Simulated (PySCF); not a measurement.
C₄H₂N₂, SMILES C#C/C=N/C#N.

The structure is a stationary point at PBE0-D3(BJ)/def2-SVP. The structure was generated by enumeration; whether it is a known compound was not checked.

Two levels are set side by side: PBE/def2-TZVP (PySCF) and ωB97X/def2-TZVP (PySCF). Same geometry, gas phase. Differences are taken from unrounded values.

| quantity | PBE |
|---|---|
| orbital gap (eV) | 3.12 |
| highest occupied level (eV) | -7.15 |
| lowest empty level (eV) | -4.03 |
| dipole moment (D) | 5.27 |
| mean polarisability (bohr³) | 66.5 |

Q: These are the PBE values. What does ωB97X give? (The exact figures need the calculation; the answer reports its results.)

A: 
```json
[
 {"quantity": "orbital gap (eV)", "ωB97X": "9.65", "PBE minus ωB97X": "-6.53"},
 {"quantity": "highest occupied level (eV)", "ωB97X": "-10.75", "PBE minus ωB97X": "3.60"},
 {"quantity": "lowest empty level (eV)", "ωB97X": "-1.10", "PBE minus ωB97X": "-2.93"},
 {"quantity": "dipole moment (D)", "ωB97X": "5.55", "PBE minus ωB97X": "-0.28"},
 {"quantity": "mean polarisability (bohr³)", "ωB97X": "62.4", "PBE minus ωB97X": "4.1"}
]
```

Without exact exchange PBE keeps part of each electron's self-repulsion, which lifts occupied levels and narrows the gap. Loosely held outer electrons make PBE densities more polarisable. Differences between two approximate levels are no errors against the true value.

Rough cost on one machine, each run with all the roots and properties that it gave: ωB97X against PBE within a factor of 2.
